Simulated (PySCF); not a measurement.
C₆H₆N (charge +1).
Bonds: C1–C2, C2–C3 (double), C3–N4, N4–C5 (double), C5–C6, C6–C7, C1–C7 (double). Hydrogens: H8 on C1; H9 on C2; H10 on C3; H11 on C5; H12 on C6; H13 on C7.

The calculation used PBE0-D3(BJ)/def2-SVP geometry optimisation, gas phase in PySCF 2.14.0.

(1) Give the optimised bond lengths and angles.

## Answers

(1) 
```json
{"bond": "C1–C2, C6–C7", "length (Å)": "1.379", "order": "aromatic"}
{"bond": "C2–C3, C5–C6", "length (Å)": "1.421", "order": "aromatic"}
{"bond": "C3–N4, N4–C5", "length (Å)": "1.302", "order": "aromatic"}
{"bond": "C1–C7", "length (Å)": "1.424", "order": "aromatic"}
{"bond": "C1–H8, C7–H13", "length (Å)": "1.095", "order": "single"}
{"bond": "C2–H9, C6–H12", "length (Å)": "1.095", "order": "single"}
{"bond": "C3–H10, C5–H11", "length (Å)": "1.099", "order": "single"}
```

Bonds in one row agree within 0.01 Å and their mean is given. Orders are formal, as drawn. A selection of angles:
```json
{"angle": "C2–C1–C7", "degrees": "128.3"}
{"angle": "C2–C1–H8", "degrees": "116.2"}
{"angle": "C7–C1–H8", "degrees": "115.3"}
{"angle": "C1–C2–C3", "degrees": "123.1"}
{"angle": "C1–C2–H9", "degrees": "118.6"}
{"angle": "C3–C2–H9", "degrees": "117.9"}
{"angle": "C2–C3–N4", "degrees": "124.3"}
{"angle": "C2–C3–H10", "degrees": "119.3"}
{"angle": "N4–C3–H10", "degrees": "116.3"}
{"angle": "C3–N4–C5", "degrees": "135.0"}
```

The 7-membered ring C1–C2–C3–N4–C5–C6–C7 has internal angles of 123.1° to 135.0° (sum 886°, against 900° for a flat polygon); it is puckered, 0.16 Å rms from its mean plane, widest ring torsion 32°. C3 (unsaturated ring CH carbon) is planar (angles 124.3°, 119.3° and 116.3°, sum 359.9°, 0.02 Å off the plane of its three neighbours). C2 (unsaturated ring CH carbon) is planar (angles 123.1°, 118.6° and 117.9°, sum 359.6°, 0.05 Å off the plane of its three neighbours). C1 (unsaturated ring CH carbon) is planar (angles 128.3°, 116.2° and 115.3°, sum 359.8°, 0.04 Å off the plane of its three neighbours). The 5 C–C bonds span 1.379 Å (C1–C2, drawn aromatic) to 1.424 Å (C1–C7, drawn aromatic), a spread of 0.045 Å. N4 (ring nitrogen) is bent (angle 135.0°).

Point group: C2 (every atom within 0.08 Å of its image). PBE0-D3(BJ)/def2-SVP frequencies: not computed here.

The run took 46 s on one thread, Arm Neoverse V1 (aarch64), no GPU (shared host), and the process peaked at 0.69 GiB of memory. This is the geometry optimisation.
